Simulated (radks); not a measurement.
Q: Sb3+, 48 electrons, occupied as [Kr] 4d10 5s2. Method: non-relativistic Kohn-Sham, exchange-only LDA, spin-polarised, spherical densities, point nucleus; relativity is left out, which matters for an element this heavy; computed with a radial shooting solver on a logarithmic mesh with Libxc functionals. Some entries of the table are withheld. Estimate them.

orbital,occ.,eigenvalue (eV),<r> (bohr),r(max) (bohr)
1s,2,(1),0.02984,0.01976
2s,2,-4358.460,0.1288,(2)
2p,6,-4087.486,0.1097,(3)
3s,2,-873.6327,0.3446,0.3131
3p,6,-760.9162,0.3352,0.2994
3d,10,-550.9257,0.3058,0.2446
4s,2,-164.8754,0.8210,0.7493
4p,6,-126.6836,0.8649,0.7734
4d,10,-62.6436,1.015,0.8420
5s,2,-36.5873,2.096,1.881

A: 
(1) 1s eigenvalue (eV): -29165.42
(2) 2s r(max) (bohr): 0.1094
(3) 2p r(max) (bohr): 0.08550
